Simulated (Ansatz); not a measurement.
Question: Name a neutral molecule of Cl, Hf, S and H with size of the dipole moment (B3LYP/def2-TZVPP) between 0.65 and 0.95 D and size of the dipole moment (ωB97M-V/def2-TZVPP) between 0.65 and 0.95 D (Ansatz, PBE0-D4/def2-TZVP geometry).

Answer: `[SH][Hf]([SH])([Cl])[Cl]` (0.72 D, 0.73 D). Other molecules can fit too; these were computed, each in one conformer that needn't be the lowest.

B3LYP here is the variant with VWN-RPA as its local correlation; programs differ in this.
